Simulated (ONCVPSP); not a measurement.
Before and after: ONCV potential for B (Z = 5)

- Element: boron (B)
- Generator: ONCVPSP 4.0.1
- Type: optimised norm-conserving Vanderbilt (ONCV)
- Functional: LDA (Perdew-Wang 92)
- Relativity: scalar-relativistic
- Frozen core: [He]
- Valence charge: 3
- Reference configuration: 2s2 2p1
- Partial waves: 2s: rc 1.50 bohr, ncon 3, nbas 7, qcut 5.1 1/bohr, 3 projectors, debl 1.8 Ha; 2p: rc 2.60 bohr, ncon 4, nbas 9, qcut 5.5 1/bohr, 3 projectors, debl 0.7 Ha
- Local potential: polynomial inside 1.20 bohr (lpopt 3, dvloc0 1 Ha)
- Core correction: polynomial model core, fcfact 0.65

All-electron outer shells of the reference configuration (LDA (PZ), scalar-relativistic, ld1.x):

| shell | level (eV) | outermost node (bohr) | outermost maximum (bohr) |
| --- | --- | --- | --- |
| 1s | -178.66 | – | 0.21 |
| 2s | -9.39 | 0.46 | 1.52 |
| 2p | -3.72 | – | 1.55 |

Change: p: rc 2.44.

Cutoffs: the cutoffs (Ha) at which the residual kinetic energy of the hardest occupied pseudo-wave falls to 1 and 0.1 mHa per electron; they do not see the model core or the augmentation charge, which bear on the density cutoff. Errors are all-electron minus pseudo energies relative to the spin-unpolarised reference configuration.

Task: Predict the effect on cutoff, ghosts and configuration errors.

Result: The potential gets neither clearly harder nor softer (9.7 Ha and 14 Ha → 9.7 Ha and 14 Ha); of the 4 tests that both files solve, the error grows in 0 and shrinks in 3 by more than 15 % and 0.3 meV (median size 26.1 → 21.0 meV); neither file shows a bound ghost. Less of the atom is replaced, so other configurations are described better.

```csv
quantity,base,changed
"cutoff, loose",9.7 Ha,9.7 Ha
"cutoff, tight",14 Ha,14 Ha
loose cutoff by channel,"s 9.7 Ha, p 8.6 Ha","s 9.7 Ha, p 9.1 Ha"
bound ghosts,none,none
GHOST(+) flags under 300 eV,none,none
"error for 2s2 2p0, meV [ΔE 8.32 eV]",+44,+37
"error for 2s1 2p0, meV [ΔE 33.62 eV]",+137,+117
"error for 2s2 2p0.5, meV [ΔE 2.94 eV]",+6.5,+5.4
"error for 2s0 2p3, meV [ΔE 11.40 eV]",-8.4,-2.7
s: phases at 1.52 bohr within 0.05 rad from the reference energy up to (Ha; the scan ends near 5),to the end of the scan,to the end of the scan
"rms error of d²Exc/dni dnj with the model core, mHa",1.02,0.99
```
